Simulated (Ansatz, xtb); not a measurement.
**Ga2H6S2: which of two structures lies lower**

Structure I is a singlet given by its coordinates and structure II is a singlet given by its coordinates. Both are isolated molecules in the gas phase, relaxed with PBE0-D4/def2-SVP.

I (Å):

```tsv
atom	x (Å)	y (Å)	z (Å)
Ga	-1.0086	0.5586	-0.7680
Ga	0.5225	-1.7724	-0.4114
S	-1.3432	1.6279	1.1530
S	1.3688	0.3513	-1.1566
H	-0.7679	0.6615	1.9026
H	-1.7458	0.8607	-2.0995
H	1.6944	0.8247	0.0668
H	0.5781	-2.7575	-1.6132
H	-1.1156	-1.1380	-0.4223
H	0.8756	-1.9468	1.0967
```

Close contacts (Å): Ga1–Ga2 2.81, Ga1–S3 2.22, Ga1–S4 2.42, Ga2–S4 2.40, Ga1–H6 1.55, Ga1–H9 1.73, Ga2–H8 1.55, Ga2–H9 1.76, Ga2–H10 1.56, S3–H5 1.35, S4–H7 1.35.

II (Å):

```xyz
10

Ga   -2.3219   -0.1733    0.4841
Ga   -0.8431   -1.7986   -1.2725
S    -2.6768    1.8493   -0.3502
S     0.0469   -0.5955    0.6164
H    -1.8580    1.6701   -1.4108
H    -3.0636   -0.7617    1.7157
H    -0.0551   -1.6190    1.4944
H    -0.4857   -0.9508   -2.5294
H    -2.4617   -1.3111   -0.8331
H    -0.7662   -3.3277   -0.9930
```

Close contacts (Å): Ga1–Ga2 2.81, Ga1–S3 2.22, Ga1–S4 2.41, Ga2–S4 2.41, Ga1–H6 1.55, Ga1–H9 1.75, Ga2–H8 1.56, Ga2–H9 1.75, Ga2–H10 1.56, S3–H5 1.35, S4–H7 1.35.

Problem. Which of the two would you expect CCSD(T)/def2-SVP + ΔMP2/def2-TZVPP electronic energies to favour?

Solution. CCSD(T)/def2-SVP + ΔMP2/def2-TZVPP gives E(II) − E(I) = +0.09 kcal/mol, slightly favouring structure I, which is too small a margin to settle the true order.

The same difference at several levels:

| level | geometry | E(II) − E(I) (kcal/mol) | departure from the last row (kcal/mol) | job, with rough time for the two |
| --- | --- | --- | --- | --- |
| PBE0-D4/def2-SVP | PBE0-D4/def2-SVP | +0.29 | +0.20 | optimisation, 1.7 min |
| HF/def2-SVP | PBE0-D4/def2-SVP | +0.05 | −0.04 | part of the CCSD(T) run |
| MP2/def2-SVP | PBE0-D4/def2-SVP | +0.25 | +0.16 | part of the CCSD(T) run |
| CCSD(T)/def2-SVP | PBE0-D4/def2-SVP | +0.21 | +0.12 | single point |
| CCSD(T)/def2-SVP + ΔMP2/def2-TZVPP | PBE0-D4/def2-SVP | +0.09 |  | single point, 68 s |

The largest departure from CCSD(T)/def2-SVP + ΔMP2/def2-TZVPP is that of PBE0-D4/def2-SVP, 0.20 kcal/mol. Levels run at GFN2-xTB geometries aren't shown. The last row adds to CCSD(T) the change of the MP2 difference between the two basis sets, here −0.12 kcal/mol.

With thermal terms from frequencies at re-optimised GFN2-xTB minima (ideal gas, soft modes damped towards free rotors, one conformer each, 298.15 K, 1 atm): on the last row, ΔE + ΔZPE = +0.12, ΔH = +0.10, ΔG = +0.08 kcal/mol.

The correlated steps freeze 28 core orbitals; the filled d shell of Ga is correlated, in a basis made for valence electrons. Codes used: Ansatz 0.2.0, xtb 6.7.1; the last row on 2 threads of Arm Neoverse V2 on a shared host.
